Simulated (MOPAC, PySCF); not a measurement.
F$_{3}$Ga, SMILES `[Ga]([F])([F])[F]`, neutral singlet in the gas phase. 

Cartesian coordinates (Å):
```xyz
4

F     -1.1408    -1.2930    -0.5362
Ga    -0.0123     0.0084    -0.4735
F      1.6669    -0.2948    -0.7170
F     -0.5619     1.6126    -0.1638
```
Charge 0, multiplicity 1.

All levels are single points at this geometry (PBE0-D4/def2-TZVP); Pople sets use spherical d functions. Orbital energies aren't observables, and empty levels follow the basis.

```csv
level,HOMO (eV),LUMO (eV),gap (eV),dipole (D),"vertical IE, Delta-SCF (eV)"
B3LYP-D3(BJ)/def2-TZVP in PySCF,-11.47,-2.78,8.69,0.01,–
PBE-D3(BJ)/def2-TZVP in PySCF,-9.66,-3.36,6.30,0.01,–
PBE0-D4/def2-TZVP in PySCF,-11.77,-2.34,9.43,0.01,–
B3LYP/3-21G in PySCF,-10.03,-2.15,7.88,0.01,–
B3LYP/6-311+G** (LANL2DZ on Ga) in PySCF,-11.65,-2.81,8.84,0.01,–
B3LYP/6-31G* in PySCF,-10.96,-2.64,8.32,0.01,14.09
B3LYP/LANL2DZ in PySCF,-11.38,-2.87,8.51,0.01,–
PBE/6-31G* in PySCF,-9.15,-3.22,5.93,0.01,–
HF/6-31G* in PySCF,-16.91,1.05,17.96,0.01,–
HF/STO-3G in PySCF,-8.56,5.95,14.52,0.00,–
AM1 in MOPAC,-13.65,-3.20,10.45,0.01,–
PM3 in MOPAC,-15.36,-3.53,11.83,0.01,–
PM6 in MOPAC,-14.52,-2.19,12.33,0.01,–
```
